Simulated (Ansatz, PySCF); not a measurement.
Molecule: methylborane, CH$_{5}$B, charge 0, multiplicity 1. 
Geometry from a B3LYP-D3(BJ)/def2-TZVP (Ansatz, a first-principles code) optimisation:
```
C
H 1 1.0911
H 1 1.0911 2 110.17
H 1 1.1043 2 105.74 3 113.82
B 1 1.5512 2 115.05 4 114.15
H 5 1.1943 1 120.91 2 -26.93
H 5 1.1943 6 118.10 1 176.57
```
Charge 0, spin multiplicity 1.

Total electronic energies in hartree. Cores are frozen in the correlated levels unless marked. Spin-orbit coupling is left out. Non-relativistic. FCI takes restricted orbitals. CBS marks a two-point X^-3 extrapolation of the correlation energy; Hartree-Fock from the larger set. [CCSD(T)-MP2]/basis is that difference in the basis named.

| level | program | energy (Eh) |
|---|---|---|
| HF/STO-3G | Ansatz | -64.66551 |
| HF/6-31G* | Ansatz | -65.44112 |
| RI-HF/aug-cc-pVQZ | Ansatz | -65.47078 |
| RI-HF/cc-pVQZ | Ansatz | -65.47069 |
| BLYP-D3(BJ)/def2-TZVPD | Ansatz + dftd3 | … |
| revPBE/def2-TZVPD | Ansatz | -65.93872 |
| TPSS/def2-TZVPD | PySCF | -65.98071 |
| TPSSh-D3(BJ)/def2-TZVPD | PySCF + dftd3 | -65.97867 |
| wB97X-V/def2-TZVPD | Ansatz | … |
| B2PLYP/def2-TZVPD | Ansatz | -65.88634 |
| MP2/cc-pwCVTZ | Ansatz | -65.75861 |
| MP2/def2-QZVPPD | Ansatz | -65.77703 |
| RI-MP2/aug-cc-pVQZ | Ansatz | -65.77850 |
| RI-MP2/cc-pVTZ | Ansatz | -65.75452 |
| SCS-MP2/def2-SVPD | Ansatz | -65.65155 |
| SCS-MP2/aug-cc-pVTZ | Ansatz | -65.77173 |
| SCS-MP2/def2-TZVPPD | Ansatz | -65.76911 |
| CCSD/cc-pwCVTZ | Ansatz | -65.78977 |
| CCSD/def2-QZVPPD | Ansatz | -65.80502 |
| FCI/STO-3G | Ansatz | -64.78507 |
| RI-MP2/CBS(cc-pVTZ,cc-pVQZ)+[CCSD(T)-MP2]/cc-pVQZ | Ansatz | -65.8287 |
| CCSD(T)/CBS(cc-pVTZ,cc-pVQZ) | Ansatz | -65.8266 |
| CCSD(T)/CBS(def2-TZVPPD,def2-QZVPPD) | Ansatz | -65.8264 |

Task: Some entries are withheld; supply them.

Result: 
- BLYP-D3(BJ)/def2-TZVPD, energy (Eh): -65.92103
- wB97X-V/def2-TZVPD, energy (Eh): -65.94229
